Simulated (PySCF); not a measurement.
**Telling isomers of C3H7N2PSi apart by NMR**

All values are calculated (PySCF 2.14.0 with density-fitted response routines): PBE0/pcSseg-1 with gauge-including orbitals, GFN2-xTB structure. No solvent, one averaged value for each set of equivalent atoms, single conformer, non-relativistic Hamiltonian.

Scale: $^{1}$H and $^{13}$C against TMS (reference shieldings calculated alike). Splittings of carbon signals by F and P are missing where no couplings were computed. Where no couplings were computed, multiplicities follow the n + 1 count of equivalent neighbours, and m marks all less simple cases (inequivalent or close neighbours, rings, F or P nearby). Shifts are as computed. Against solution values, carbons near 30 ppm lie about +3 ppm off and those near 130 ppm about +5 ppm. Of 1211 compounds with measured shifts, 218 miss one by over three times the rms of a fit or turn the order of signals round; such compounds aren't used in these exercises.

(1) Tabulate the signals of `Cn1cpc([SiH3])n1`, `Cc1nn([SiH3])cp1` and their relative energies.

(2) What is the quickest way to tell Cn1cpc([SiH3])n1 from Cc1nn([SiH3])cp1?

Answers

(1) 
```tsv
SMILES	carbon types	δC	δH	E rel. (kcal/mol)
Cn1cpc([SiH3])n1	1×C 1×CH 1×CH3	172.8, 165.2, 41.6	8.84 (m, 1H), 4.71 (m, 3H), 4.32 (s, 3H)	12.2
Cc1nn([SiH3])cp1	1×C 1×CH 1×CH3	184.9, 175.2, 20.9	8.91 (m, 1H), 5.18 (s, 3H), 2.94 (m, 3H)	0.0
```

Energies are electronic energies at PBE0/pcSseg-1 on these geometries, without zero-point or thermal terms, each for the one conformer computed, which needn't be the lowest.

(2) Both give the same number of carbon signals, with the same numbers of each carbon type, so the positions decide. The first has a methyl carbon bonded to N (CH3) at 41.6 ppm, the second a methyl carbon on an aromatic ring (CH3) at 20.9 ppm. Their most deshielded carbons lie at 172.8 and 184.9 ppm.
